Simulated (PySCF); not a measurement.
PySCF input:

```python
from pyscf import gto, scf, dft

mol = gto.M(
    atom='''
    Si   -0.74336007   -0.01289496   -0.10806846
    C    -2.45435273   -0.02854038   -0.28073319
    Br    0.04736327    1.99465551    0.66417696
    Br    0.82614170   -0.35328628   -1.87257300
    Br    0.01305563   -1.62690971    1.33229848
    H    -2.95680659   -0.98230797   -0.40262757
    H    -2.93965730    0.82799657   -0.73660014
    ''',
    basis='def2-tzvpd',
    charge=-1,
    spin=0,
    verbose=4,
)

mf = scf.RHF(mol).density_fit(auxbasis='def2-universal-jkfit')
mf.conv_tol = 1e-9
mf.max_cycle = 100
mf.max_memory = 1500
mf.kernel()
if not mf.converged:
    mf = mf.newton()
    mf.kernel(mf.make_rdm1())
mf.analyze()
```

Task: What final total energy does it print?

Result: -8045.39377 Eh (HF/def2-TZVPD).

It need not be the lowest isomer of its formula. Whether it binds its extra electron was not tested at this geometry.
